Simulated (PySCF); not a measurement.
From one molecule to another.

First species: C₆H₁₂N₂.
SMILES: `N[C@@H]1[C@H]2CC[C@@H](N)[C@@H]12`

Second species: C2H7BGeO3.
SMILES: `[GeH3][O]B1OCCO1`

Levels: CAM-B3LYP/def2-SVPD for HOMO energy, LUMO energy, HOMO–LUMO gap and static isotropic polarisability; TDDFT CAM-B3LYP/def2-SVPD for lowest singlet excitation; TDA CAM-B3LYP/def2-SVPD for lowest triplet excitation (Tamm–Dancoff); ΔSCF CAM-B3LYP/def2-SVPD for vertical ionisation energy. Geometries: PBE0-D3(BJ)/def2-SVP. All species are isolated and taken at one optimised geometry, non-relativistic unless stated; the electronic structure was computed with PySCF and density fitting.

The conformers computed, where there is a choice (atom-mapped SMILES and torsion angles):
- `[GeH3:1][O:2][B:3]1[O:4][CH2:5][CH2:6][O:7]1`: Ge1–O2–B3–O4 179°

The conformers of `N[C@@H]1[C@H]2CC[C@@H](N)[C@@H]12` aren't listed.

```json
{"property": "HOMO energy", "column X": "-9.42 eV", "column Y": "-7.71 eV"}
{"property": "LUMO energy", "column X": "0.65 eV", "column Y": "1.34 eV"}
{"property": "HOMO–LUMO gap", "column X": "10.07 eV", "column Y": "9.05 eV"}
{"property": "lowest singlet excitation", "column X": "7.09 eV", "column Y": "6.10 eV"}
{"property": "lowest triplet excitation (Tamm–Dancoff)", "column X": "6.93 eV", "column Y": "5.85 eV"}
{"property": "static isotropic polarisability", "column X": "73.7 au", "column Y": "83.1 au"}
{"property": "vertical ionisation energy", "column X": "10.34 eV", "column Y": "8.48 eV"}
```

(1) Which column belongs to which species?

(2) How does each property change from the first species to the second?

## Answers

(1) Column X is the second species and column Y the first. The first has 20 atoms and 62 electrons, the second 14 and 80.

(2) HOMO energy -1.71 eV; LUMO energy -0.69 eV; HOMO–LUMO gap +1.02 eV; lowest singlet excitation +0.99 eV; lowest triplet excitation (Tamm–Dancoff) +1.08 eV; static isotropic polarisability -9.4 au; vertical ionisation energy +1.86 eV.

On the first: The ΔSCF ionisation energy exceeds −ε(HOMO) by 0.77 eV with CAM-B3LYP. The vertical singlet–triplet gap S1 − T1 is 0.25 eV (TDDFT singlet less Tamm–Dancoff triplet).

On the second: The vertical singlet–triplet gap S1 − T1 is 0.16 eV (TDDFT singlet less Tamm–Dancoff triplet; S1: HOMO→LUMO, weight 0.81; T1: HOMO→LUMO, weight 0.77). The 10 singlets span 7.09 to 8.72 eV, and their oscillator strengths add up to 0.25. Relativistic effects, spin–orbit coupling among them, are left out although an element past zinc is present.
